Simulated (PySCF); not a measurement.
An unknown is described by computed data only.

Formula: C7H6S2.

- 1H NMR: chemical shifts (computed TMS as zero) by class: 7.26 (1 H), 7.11 (1 H), 7.03 (1 H), 2.73 (3 H) ppm [GIAO PBE0/pcSseg-1]
- Rotational structure: rotational constants A, B, C: 2.895, 0.918, 0.700 GHz [GFN2-xTB]
- Dipole: 0.67 D [CAM-B3LYP/def2-SVPD]
- 13C NMR: chemical shifts (computed TMS as zero) by class: 153.2 (1 C), 145.9 (1 C), 145.9 (1 C), 133.1 (1 C), 123.7 (1 C), 121.7 (1 C), 19.7 (1 C) ppm [GIAO PBE0/pcSseg-1]
- NMR, other nuclei: isotropic shieldings of nuclei other than C and H, by class: 316 (1 S), 326 (1 S) ppm [GIAO PBE0/pcSseg-1]
- UV, first state: lowest singlet excitation: 4.89 eV (253 nm, f = 0.296) [TDDFT CAM-B3LYP/def2-SVPD]
- Polarisability: 116.1 au [CAM-B3LYP/def2-SVPD]
- Triplet: lowest triplet excitation (Tamm–Dancoff): 3.23 eV [TDA CAM-B3LYP/def2-SVPD]

The electronic properties come from PySCF, for the isolated species, density fitting. Levels stand in brackets. Isolated species at its GFN2-xTB geometry, gas phase. Each NMR value is the plain mean over a class of atoms that symmetry, rotation or inversion makes alike.

Q: What is the compound? Reason from the data.

A: Numbering: `[CH3:1][c:2]1[cH:3][c:4]2[s:5][cH:6][cH:7][c:8]2[s:9]1`. Its formula, C7H6S2, gives 5 degrees of unsaturation: 2 rings and 3 π bonds in the structure found (Kekulé form). 7 carbons fall into 7 classes; from least to most shielded: substituted aromatic carbon [C2] (153.2 ppm), ring-fusion aromatic carbon [C4] (145.9 ppm), ring-fusion aromatic carbon [C8] (145.9 ppm), aromatic CH next to a ring sulfur [C6] (133.1 ppm), aromatic CH carbon [C7] (123.7 ppm), aromatic CH carbon [C3] (121.7 ppm), benzylic-type carbon [C1] (19.7 ppm). Hydrogen classes from least to most shielded: 1 H on an aromatic CH carbon, C7 (7.26 ppm), 1 H on an aromatic CH next to a ring sulfur, C6 (7.11 ppm), 1 H on an aromatic CH carbon, C3 (7.03 ppm), 3 H on a benzylic-type carbon, C1 (2.73 ppm). The other shieldings belong to: 316 ppm, thiophene-type sulfur [S9]; 326 ppm, thiophene-type sulfur [S5]. The optimised geometry has point group Cs and is an asymmetric top. Structure: `c12ccsc2cc(C)s1` (2-methylthieno[3,2-b]thiophene). The assignments are read from this structure; whether some other isomer fits the data as well wasn't checked.
